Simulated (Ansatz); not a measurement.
BH5N (SMILES B[NH3+]) moved off its minimum; all values from Ansatz (an electronic-structure program), cores frozen in correlated methods.
(charge 1, multiplicity 1)
```xyz
7

B      0.6267     0.1345    -0.0448
N     -0.6584    -0.1240     0.0358
H      1.5926    -0.6217     0.0743
H      1.5649     1.0867    -0.1851
H     -1.0780    -0.0285     1.0041
H     -0.9677    -0.9398    -0.4057
H     -1.1576     0.5499    -0.5166
```

### Question
Give the forces (eV/Å), the total energy and the dipole at CCSD(T)/aug-cc-pVTZ.

### Answer

| atom | Fx | Fy | Fz |
|---|---|---|---|
| B1 | 14.527 | 2.098 | -0.027 |
| N2 | -8.502 | 0.825 | 1.215 |
| H3 | -1.833 | -1.013 | 0.055 |
| H4 | -3.287 | -0.124 | 0.029 |
| H5 | 0.495 | -0.384 | -0.854 |
| H6 | -0.467 | -2.717 | -0.191 |
| H7 | -0.933 | 1.313 | -0.228 |
Energy -82.1053 hartree.
